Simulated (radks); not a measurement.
The numbers below are computed, except where a source is named.
How relativity changes the ionisation of the potassium ion K+ ([Ar]) to K2+ ([Ne] 3s2 3p5). Spin-unpolarised spherical Kohn-Sham, BLYP, point nucleus unless stated (finite: rms radius 3.4349 fm), a radial shooting solver on a logarithmic mesh with Libxc functionals. A level marked "c x" has the speed of light scaled by that factor and shares open shells by 2j + 1; other Dirac levels either fill j = l - 1/2 first or share by 2j + 1.

level,E(K+) (hartree),E(K2+) (hartree),IE (eV),HOMO,<r> HOMO (bohr)
non-rel.,-599.76669,-598.59825,31.795,3p,1.430
scalar-rel.,-602.15003,-600.98198,31.784,3p,1.429
"scalar-rel., finite nucleus",-602.14916,-600.98110,31.784,3p,1.429
"Dirac, 2j+1 shares",-602.15323,-600.98515,31.785,3p3/2,1.432
"Dirac, low j first",-602.15323,-600.98883,31.685,3p3/2,1.432
"Dirac, 2j+1 shares, finite nucleus",-602.15236,-600.98427,31.785,3p3/2,1.432
"Dirac, c x 2",-600.35912,-599.19077,31.792,3p3/2,1.430
"Dirac, c x 3",-600.02965,-598.86125,31.794,3p3/2,1.430
"Dirac, c x 100",-599.76693,-598.59849,31.795,3p3/2,1.430

NIST Atomic Spectra Database: 31.625 eV (measured). The relativistic part of the total energy of K+ is -2.386 hartree (Dirac, 2j+1 shares, finite nucleus), 0.4 % of the non-relativistic value. Spin polarisation and multiplet splitting of open shells are left out at every level.

Beside tabulated values, note that spin-unpolarised runs miss the spin-polarisation part of the exchange energy of open shells.
